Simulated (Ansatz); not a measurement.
System: SeF, charge 0, doublet. SeF (SMILES F[Se], doublet).
B3LYP-D3(BJ)/def2-TZVP minimum from Ansatz (an electronic-structure program):
```xyz
2

Se     0.0000     0.0000    -0.3673
F      0.0000     0.0000     1.3875
```
Charge 0, spin multiplicity 2.

Hartree-Fock and MP2 correlation energies in hartree (Ansatz). Radicals and triplets start from unrestricted determinants; spin-orbit coupling is neglected. Cores are frozen in correlated methods (noble-gas shells, and filled d and f shells in the p block). No relativity.

| basis | X | E(HF) | E(corr, MP2) |
|---|---|---|---|
| cc-pVTZ | 3 | -2499.32342 | -0.37876 |
| cc-pVQZ | 4 | -2499.33765 | -0.41551 |
| cc-pV5Z | 5 | -2499.34071 | withheld |

Problem. Fit E(corr) = E∞ + A/X³ to X = 3 and 4, predict X = 5, and compare with the run.

Solution. A = (-0.37876 - (-0.41551))/(1/27 - 1/64) = 1.7163; E∞ = -0.41551 - A/64 = -0.44233; at X = 5, E∞ + A/125 = -0.42860. The run gave -0.43156, 2.96 mEh below the prediction. The same form on X = 4 and 5 gives E∞ = -0.44840, 6.07 mEh below the first estimate.
